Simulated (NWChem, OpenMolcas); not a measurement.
**SnNH4F (SMILES [NH2][SnH2][F]): the vertical energy of the triplet above the singlet, rung by rung**

The species is SnNH4F (7 atoms), meant as a singlet with charge 0. As SMILES, `[NH2][SnH2][F]`. The shape is that of a PBE0-D4/def2-TZVP optimisation. This is one conformer, not always the lowest.

Each level gives the vertical energy of the triplet above the singlet (eV). The values are calculated.

```tsv
level	kind	program	value (eV)	less CCSD(T)/def2-SVP	CPU time (all runs)
BLYP/def2-SVP (core potential)	GGA	OpenMolcas	5.30	-0.46	89 s
revPBE/def2-SVP (core potential)	GGA	OpenMolcas	5.38	-0.38	83 s
M06-L/def2-SVP (core potential)	meta-GGA	OpenMolcas	5.84	+0.08	1.9 min
r2SCAN/def2-SVP (core potential)	meta-GGA	OpenMolcas	5.43	-0.33	1.8 min
B3LYP/def2-SVP (core potential)	global hybrid	NWChem	5.46	-0.30	81 s
BHLYP/def2-SVP (core potential)	global hybrid	OpenMolcas	5.51	-0.25	75 s
PBE0/def2-SVP (core potential)	global hybrid	OpenMolcas	5.51	-0.25	76 s
CCSD(T)/def2-SVP (core potential), open shells restricted	coupled cluster or CI	OpenMolcas	5.76	0.00	2.1 min
```

Differences are taken from CCSD(T)/def2-SVP (core potential), open shells restricted for orientation; it has basis-set and higher-order errors of its own. Spin-orbit coupling, which can split open shells on such heavy atoms by tenths of an eV, is left out. The values span 5.30 to 5.84 eV. A triplet this far above the singlet is often a Rydberg-like or dissociative state; sets without diffuse functions put Rydberg states too high. In the correlated wave-function rows the outer d shell of Sn is correlated, in sets not made for it. CPU times are rough (shared hosts, several kinds of processor and program).
